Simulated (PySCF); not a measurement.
C2H9NOSi2. Atoms are numbered in the order given.

```xyz
15

Si    -2.6859    -0.1715     0.9372
N     -1.7036     0.6937    -0.2181
C     -0.5832     0.4624    -0.7589
C      0.3051    -0.7533    -0.5736
O      1.6425    -0.4890    -0.9258
Si     2.7149     0.3069     0.0825
H     -2.0767    -1.3935     1.5672
H     -3.9259    -0.5881     0.2213
H     -3.0359     0.7870     2.0226
H     -0.1647     1.1890    -1.4917
H      0.2102    -1.1450     0.4598
H     -0.0691    -1.5485    -1.2475
H      2.2636     1.7055     0.3615
H      2.8264    -0.4183     1.3865
H      4.0191     0.3186    -0.6272
```

Geometry optimised at r2SCAN-D4/def2-SVP. The structure was generated by enumeration; whether it is a known compound was not checked. Other conformers were not sampled.

These are TDA-PBE/def2-SVPD in PySCF 2.14.0 values and carry that method's errors.

Vertical excitations. The molecule is in vacuum.

Computed lowest excited states:
```
state  energy (eV)  λ (nm)      f                                            main pairs
-----  -----------  ------  -----  ----------------------------------------------------
S1            3.67     338  0.001                                       HOMO→LUMO 100 %
S2            4.90     253  0.002                                     HOMO→LUMO+1 100 %
S3            5.16     240  0.001                                      HOMO−1→LUMO 95 %
S4            5.31     233  0.014                                      HOMO→LUMO+2 96 %
S5            5.57     223  0.021                    HOMO−2→LUMO 67 %, HOMO−3→LUMO 29 %
S6            5.78     215  0.028                                      HOMO→LUMO+3 90 %
T1            3.16     392      0                                       HOMO→LUMO 100 %
T2            4.68     265      0  HOMO−2→LUMO 57 %, HOMO−1→LUMO 20 %, HOMO−3→LUMO 17 %
```
Triplets are in the Tamm–Dancoff approximation.
